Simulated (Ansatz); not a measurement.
[9]cycloparaphenylene (C54H36). The state is a singlet with charge 0. Geometry PBE-D4/def2-SVP, basis def2-SVP, Ansatz.

```json
{"run": "A", "HOMO (eV)": "-5.49", "LUMO (eV)": "-2.13"}
{"run": "B", "HOMO (eV)": "-4.48", "LUMO (eV)": "-2.50"}
{"run": "C", "HOMO (eV)": "-4.75", "LUMO (eV)": "-2.75"}
{"run": "D", "HOMO (eV)": "-4.89", "LUMO (eV)": "-2.75"}
{"run": "E", "HOMO (eV)": "-5.99", "LUMO (eV)": "-1.22"}
```

Single mean-field runs in def2-SVP are fitted with def2-universal-jkfit.

Q: The runs used BHLYP, BLYP, PBE, PBE0, r2SCAN. Estimate which is which.

A: A PBE0 (25 % exact exchange); B BLYP (0 % exact exchange); C PBE (0 % exact exchange); D r2SCAN (0 % exact exchange); E BHLYP (50 % exact exchange). Exact exchange lowers occupied and raises empty levels; among semilocal functionals meta-GGAs tend to open the gap a little, and such runs are hard to tell apart. The gap grows from 1.98 eV (BLYP) to 4.77 eV (BHLYP).
